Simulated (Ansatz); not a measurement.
Reactions of `BBCC`.

Calculated with Ansatz (gas phase, PBE0-D4/def2-TZVP geometries, no zero-point term in ΔE). CBS: MP2 limit from def2 TZ/QZ plus the TZ coupled-cluster correction, frozen cores. This one scheme is used for every species. Each species was taken in one conformer, which may not be the lowest.

Order these by ΔE at CCSD(T)/CBS, lowest first. (An estimate is asked.)
A. `BBCC` + H₂O → `BBO` + `CC`
B. `BBCC` + `O[SiH](F)O[SiH2]Cl` → `CO[SiH](F)O[SiH2]Cl` + `BBC`
C. `BBCC` + `CNC` → `CN(C)C` + `BBC`
D. `BBCC` + `C[SiH3]` → `BBC[SiH3]` + `CC`
E. `BBCC` + `[AlH3]` → `CC[BH][AlH2]` + BH₃
F. `BBCC` + H₂O → `CCBO` + BH₃

F (-1.47 eV), A (-1.29 eV), D (-0.20 eV), C (+0.07 eV), E (+0.27 eV), B (+0.54 eV).

Largest T1 diagnostic: 0.013, for `BBO`.
